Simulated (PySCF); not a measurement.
Ga(CF3)(H)2 (CH₂F₃Ga), SMILES F[C]([GaH2])(F)F.

Geometry: PBE0-D3(BJ)/def2-SVP. The structure was generated by enumeration; whether it is a known compound was not checked.

These are C-PCM-B3LYP/def2-SVP run with PySCF values and carry that method's errors.

The values are the electrostatic part of the solvation free energy, E(continuum) − E(gas) at the gas-phase geometry, in a cavity of scaled van der Waals radii (PySCF's table); cavitation and dispersion terms are not included. A continuum can't describe solvent molecules that bind to the metal. In vacuum the orbital gap is 5.76 eV. The dipole moment in vacuum is 1.96 D.

Computed values in water (ε = 78.36), acetonitrile (ε = 35.69), methanol (ε = 32.61):
```json
[
 {"solvent": "water", "ε": "78.36", "ΔG(elec) (kcal/mol)": "-4.6", "dipole (D)": "2.27", "gap (eV)": "6.22"},
 {"solvent": "acetonitrile", "ε": "35.69", "ΔG(elec) (kcal/mol)": "-4.5", "dipole (D)": "2.27", "gap (eV)": "6.21"},
 {"solvent": "methanol", "ε": "32.61", "ΔG(elec) (kcal/mol)": "-4.5", "dipole (D)": "2.26", "gap (eV)": "6.21"}
]
```
